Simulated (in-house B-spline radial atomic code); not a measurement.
Co⁴⁺. Computed with a B-spline radial atomic code. Model: all-electron spherical atom, spin shells full or empty, radial basis limit, no spin-orbit coupling: exact exchange with a local potential (Slater, KLI or optimised effective potential, whose far tail is KLI's), no correlation.

Exchange potential has not reached -1/r at the last radius.

The run also made RPA and GW results, which its time includes.

The Slater potential averages the orbital exchange potentials with the orbital densities as weights, KLI adds orbital constants, and the optimised effective potential minimises the exact-exchange energy among local potentials. So their energies lie above Hartree-Fock in the order OEP, KLI, Slater. All fall off as −1/r, unlike LDA and GGA exchange.

Command:
```bash
python run_gw.py task.json out
```
Settings (lengths in bohr, energies in hartree):
```
Z                      27
electrons              23
configuration          [Ar] 3d5
hamiltonian            nr
method                 kli
lmax                   9
spin_polarised         True
box_radius             11.96
intervals              70
```

Time taken, with all properties: 6.3 s on 1 thread of Arm Neoverse N1, with other jobs on the host.

Given: hamiltonian non-relativistic; mean-field start exchange-only KLI.

Computed: energy above Hartree-Fock 8.3723 millihartree; virial ratio -E/T less 1 0.000401.

```tsv
radius (bohr)	r times exchange potential up (hartree bohr)	r times exchange potential down (hartree bohr)
0.00185	-0.039506	-0.040233
0.00226	-0.048213	-0.0491
0.00277	-0.059003	-0.060091
0.00338	-0.071846	-0.073174
0.00414	-0.087718	-0.089344
0.00506	-0.10673	-0.10871
0.00618	-0.1295	-0.13193
0.00756	-0.15693	-0.15989
0.00924	-0.18926	-0.19288
0.0113	-0.22713	-0.23156
0.0138	-0.27021	-0.27563
0.0169	?	?
0.0206	-0.37035	-0.37843
0.0252	-0.42377	-0.43364
0.0309	-0.47481	-0.48692
0.0377	-0.51617	-0.53095
0.0461	-0.54323	-0.56135
0.0564	-0.55111	-0.57341
0.0689	-0.54517	-0.57263
0.0843	-0.55277	-0.58654
0.103	-0.61347	-0.65423
0.126	-0.72881	-0.77694
0.154	-0.85661	-0.91233
0.188	-0.9563	-1.0194
0.23	-0.99856	-1.0672
0.281	-0.96773	-1.0289
0.344	-0.90922	-0.89844
0.42	-0.98223	-0.81119
0.514	-1.2166	-0.96926
0.628	-1.4534	-1.1846
0.768	-1.6052	-1.3266
0.939	-1.6352	-1.3763
1.15	-1.552	-1.3463
1.4	?	?
1.72	-1.263	-1.1906
2.1	-1.155	-1.1226
2.57	-1.0879	-1.0732
```

Problem. What belongs in the row 0.0169?

Solution. r times exchange potential up (hartree bohr): -0.31902; r times exchange potential down (hartree bohr): -0.32564.

Problem. What belongs in the row 1.4?

Solution. r times exchange potential up (hartree bohr): -1.4116; r times exchange potential down (hartree bohr): -1.2743.

```csv
occupied,level (hartree),Hartree-Fock level (hartree)
1s up,-278.69,-285.36
1s down,?,?
2s up,-35.199,-37.303
2s down,-35.364,-37.097
2p up,-30.901,-32.549
2p down,-31.125,-32.35
3s up,-6.4567,-6.9812
3s down,?,?
3p up,-5.1546,-5.4876
3p down,-4.8666,-4.8689
3d up,-2.9884,-2.9909
```

Problem. What belongs in the row 1s down?

Solution. level (hartree): -279.08; Hartree-Fock level (hartree): -285.36.

Problem. What belongs in the row 3s down?

Solution. level (hartree): -6.1599; Hartree-Fock level (hartree): -6.4689.

```
  empty  level (hartree)
3d down          -2.7212
  4s up          -2.0172
4s down          -1.9601
  4p up          -1.6821
4p down                ?
  4d up                ?
4d down          -1.1496
  5s up          -1.0068
5s down         -0.98933
```

Problem. What belongs in the row 4p down?

Solution. level (hartree): -1.6359.

Problem. What belongs in the row 4d up?

Solution. level (hartree): -1.1825.

The highest level, 3d up, differs from Hartree-Fock by +0.069 eV and the deepest, 1s down, by +171 eV: a local potential can match the highest level but can't give each shell its own exchange.
